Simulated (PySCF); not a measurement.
## Ionisation energy of Ga by level of theory

Ga [Ar] 3d10 4s2 4p1 (2P) → Ga⁺ [Ar] 3d10 4s2 (1S), as a difference of total energies. All numbers are calculated (PySCF 2.14, the non-relativistic Hamiltonian (point nucleus), in pcseg-2 (6s5p3d1f, 43 functions)). Correlated levels: valence: [Ar] 3d10 frozen. The calculations carry no spin-orbit coupling.

```tsv
method	ionisation energy (eV)
UHF	5.582
PBE	6.005
M06-L	5.817
MP2 (valence)	5.788
SCS-MP2 (valence)	5.771
CCSD (valence)	5.852
CCSD(T) (valence)	5.875
```

How much does correlation contribute at CCSD(T) (valence)?

5.875 − (5.582) = 0.293 eV, measured against UHF.

These non-relativistic numbers lack the scalar-relativistic shift.

Errors of the correlated levels include the incompleteness of this basis and the frozen core.

For comparison: 5.931 eV (measured; NIST levels, between the centres of gravity of the two terms).
